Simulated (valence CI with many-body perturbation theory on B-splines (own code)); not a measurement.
# Sensitivity of CI+MBPT for V⁸⁺

Computed by relativistic CI+MBPT: five valence electrons over a frozen Dirac-Fock core [Ne], radial functions for each j: 6 s, 6 p, 5 d, 3 f, 1 g, with the one-electron correlation potential Σ1 (screened to all orders), the two-electron term Σ2, the three-electron term Σ3, Breit, model QED; selected single and double excitations, second order for the rest, scaled by the run's own slope (own B-spline code, finite nucleus).

No measured spectrum was set against this ion. As an estimate, levels of excited configurations hold to 0.05 to 0.15 % of their energy, terms of the ground configuration to about 0.5 %. Among the levels kept, up to 1200 cm⁻¹ of a level comes from second order outside the variational space, and about a tenth of that is noise between levels of different J, which matters for small intervals.

The reference run has the lowest level 3s2 3p3 4S°_3/2 and an ionisation energy of 203.697 eV. Its largest variational space holds 10000 state functions.

Names give the largest LS component (configuration and term), which can be under half, so a name can repeat, a term be missing and a line seem to break the LS rules; names also repeat where a configuration has a term twice.

Changed runs:
A. scale of Σ1 1 → 0; scale of Σ2 1 → 0; three-electron term on → off
B. highest l in the core sums 6 → 4; natural orbitals for correlation on → off
C. Breit term on → off
D. logarithmic knot step 0.27 → 0.8 (bad on purpose)

Excitation energies of the reference run in cm⁻¹, and shifts in cm⁻¹:

| Level | Reference | A | B | C | D |
| --- | --- | --- | --- | --- | --- |
| 3s2 3p3 2D°_3/2 | 35129 | +462 | +1966 | -63 | -2.1 |
| 3s2 3p3 2D°_5/2 | 36738 | +415 | +1956 | +74 | -3.2 |
| 3s2 3p3 2P°_1/2 | 59578 | +669 | +2230 | +24 | -5.5 |
| 3s2 3p3 2P°_3/2 | 61761 | +598 | +2188 | +153 | -6.2 |
| 3s 3p4 4P_5/2 | 214041 | -180 | -301 | -53 | -235 |
| 3s 3p4 4P_3/2 | 218779 | -249 | -316 | +46 | -235 |
| 3s 3p4 4P_1/2 | 221142 | -271 | -310 | +111 | -235 |
| 3s 3p4 2D_3/2 | 265438 | +482 | +1107 | +46 | -201 |
| 3s 3p4 2D_5/2 | 266113 | +466 | +1108 | +125 | -202 |
| 3s2 3p2 3d 2P_3/2 | 305929 | +1355 | +1368 | +179 | -80 |
| 3s2 3p2 3d 2P_1/2 | 309565 | +1400 | +1618 | +184 | -106 |
| 3s 3p4 2S_1/2 | 319858 | +1453 | +2640 | +195 | -190 |
| Ionisation energy (eV) | 203.697 | -0.195 | -0.185 | +0.025 | +0.007 |
